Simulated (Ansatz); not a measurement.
Relaxation of C$_{3}$H$_{5}$BS (10 atoms, charge 0, multiplicity 1), to a largest force component of 0.015 eV/Å in at most 40 steps.

These are results of RKS PBE-D4/def2-SVP (Ansatz 0.2.0), not measurements.

```xyz
10
Properties=species:S:1:pos:R:3:forces:R:3
B -0.671 1.718 -0.514 -1.10 0.69 -0.18
C 0.012 0.418 -0.225 -4.08 -2.92 0.08
C -0.050 -1.005 0.022 -1.95 4.02 -0.82
S -0.855 -2.519 0.243 -0.33 -0.15 0.94
C 1.194 -0.310 -0.018 4.26 -0.66 3.01
H -1.897 1.798 -0.621 0.30 -0.20 0.05
H -0.071 2.760 -0.657 0.29 0.05 0.00
H -1.022 -2.300 1.625 0.03 -0.21 -0.87
H 1.796 -0.473 -0.873 1.91 -0.30 -1.05
H 1.648 -0.138 1.022 0.66 -0.33 -1.15
```

Q: Where does it end, and by what steps?

A: It converged. After 14 steps the energy has fallen by 1.522 eV; H8 moved furthest, 1.31 Å.

```
step  energy less start (eV)  largest force component (eV/Å)  accepted
   0                  0.0000                           4.264       yes
   1                 -0.8000                           2.190       yes
   2                 -0.9513                           1.289       yes
   3                 -0.9988                           0.350       yes
   4                 -1.0620                           0.908       yes
   5                 -1.1619                           1.180       yes
   6                 -1.2772                           0.979       yes
   7                 -1.4033                           0.542       yes
   8                 -1.4595                           0.787       yes
   9                 -1.4788                           1.476       yes
  10                 -1.2763                           3.070        no
  11                 -1.5153                           0.187       yes
  12                 -1.5196                           0.344       yes
  13                 -1.5222                           0.049       yes
  14                 -1.5224                           0.012       yes
```

```xyz
10
Properties=species:S:1:pos:R:3
B -0.784 1.606 -0.375
C 0.054 0.375 -0.112
C 0.108 -0.918 0.247
S -0.615 -2.381 0.734
C 1.429 -0.310 -0.056
H -1.993 1.540 -0.239
H -0.274 2.656 -0.718
H -1.909 -1.935 0.738
H 1.944 -0.592 -0.997
H 2.123 -0.091 0.781
```

The run took 29 s on 2 threads of Arm Neoverse V1, on a shared host, peak memory 0.13 GiB.
